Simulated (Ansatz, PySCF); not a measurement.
PySCF was given this input:
```python
from pyscf import gto, scf, dft

mol = gto.Mole()
mol.atom = '''
    C    -0.00592064    0.06255727    0.04919876
    C     0.05276925    0.74146840    1.29776337
    C    -0.04143606   -0.73565075    1.32173897
    C     0.71684363    0.01914460   -1.25871358
    C    -0.78709602    0.06699964   -1.21998696
    H     0.71989492    1.44391333    1.74538562
    H    -0.98300469   -1.19090749    1.60534724
    H     0.81949464   -1.32985821    1.61492175
    H     1.19255360   -0.91053662   -1.53692256
    H     1.25302117    0.90112219   -1.57731201
    H    -1.33584518   -0.82610055   -1.48128458
    H    -1.27707539    0.98525249   -1.51013864
'''
mol.basis = 'def2-svp'
mol.spin = 1
mol.verbose = 4
mol.build()

mf = dft.UKS(mol)
mf.xc = 'blyp'
mf.grids.atom_grid = (99, 590)
mf.grids.prune = None
mf.kernel()
```

Q: Write the same job for Ansatz (a first-principles code).

A: One answer among several that fit: 
Ansatz 0.2 input:
```yaml
crystal:
  periodic: [false, false, false]
  atoms:
    - {symbol: C, position_ang: [-0.00592064, 0.06255727, 0.04919876]}
    - {symbol: C, position_ang: [0.05276925, 0.74146840, 1.29776337]}
    - {symbol: C, position_ang: [-0.04143606, -0.73565075, 1.32173897]}
    - {symbol: C, position_ang: [0.71684363, 0.01914460, -1.25871358]}
    - {symbol: C, position_ang: [-0.78709602, 0.06699964, -1.21998696]}
    - {symbol: H, position_ang: [0.71989492, 1.44391333, 1.74538562]}
    - {symbol: H, position_ang: [-0.98300469, -1.19090749, 1.60534724]}
    - {symbol: H, position_ang: [0.81949464, -1.32985821, 1.61492175]}
    - {symbol: H, position_ang: [1.19255360, -0.91053662, -1.53692256]}
    - {symbol: H, position_ang: [1.25302117, 0.90112219, -1.57731201]}
    - {symbol: H, position_ang: [-1.33584518, -0.82610055, -1.48128458]}
    - {symbol: H, position_ang: [-1.27707539, 0.98525249, -1.51013864]}
basis:
  gaussian:
    orbitals: def2-SVP
hamiltonian:
  xc: blyp
magnetization: {spin_polarized: true, initial_magnetization: 1}
accuracy: high
```

Both were run: PySCF gave -194.337987 Eh and Ansatz -194.337987 Eh, 0.000 mEh apart.
